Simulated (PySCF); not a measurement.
A structure optimised at PBE0-D3(BJ)/def2-SVP, used in a PySCF frequency run:

```xyz
11

F      2.0641    -0.8816    -0.4172
Si     0.9997    -0.1304     0.5562
O      0.5098     1.3232    -0.0984
C     -0.6942     1.4273    -0.8103
O     -1.6162     0.4252    -0.4883
Si    -1.1664    -0.9607     0.3591
H      1.7149     0.1416     1.8244
H     -0.4792     1.3869    -1.8941
H     -1.1433     2.4044    -0.5673
H     -1.3474    -2.1845    -0.4736
H     -1.9722    -1.0900     1.6071
```

**Question.** Write its SMILES and formula.

**Answer.** F[Si@H]1OCO[SiH2]1, CH5FO2Si2

**Question.** What are its rotational constants (standard atomic weights)?

**Answer.** 3.5065, 2.1014, 1.5351 GHz
